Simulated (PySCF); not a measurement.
Species: BEt2Cl, C4H10BCl.
InChI=1S/C4H10BCl/c1-3-5(6)4-2/h3-4H2,1-2H3

The closed-shell ground state was solved at several levels (PySCF, density fitting, gas phase, non-relativistic). The structure is a single PBE0-D3(BJ)/def2-SVP conformer in the gas phase; no vibrational or solvent corrections.

```tsv
level	basis functions	HOMO (eV)	LUMO (eV)	gap (eV)	dipole (D)
PBE0/pcSseg-1	159	-8.15	-0.67	7.48	1.68
PBE0/def2-SVPD	207	-8.14	-0.71	7.43	1.65
```

Q: Estimate the row for KT2/pcSseg-1, a basis of 159 functions; the other rows only guide the guess.

A: HOMO -6.88 eV, LUMO -1.67 eV, gap 5.21 eV, dipole 1.56 D.

Q: Over all these levels, which gives the widest orbital gap and which the narrowest?

A: PBE0/pcSseg-1 (global hybrid, 25 % exact exchange) has the widest, 7.48 eV, and KT2/pcSseg-1 (GGA) the narrowest, 5.21 eV. The two share the basis. From the narrowest to the widest the HOMO moves by -1.27 eV and the LUMO by +1.00 eV.

Q: How far do the dipole and the HOMO energy spread over the levels?

A: The dipole runs from 1.56 to 1.68 D (mean 1.63 D) and the HOMO from -8.15 to -6.88 eV.
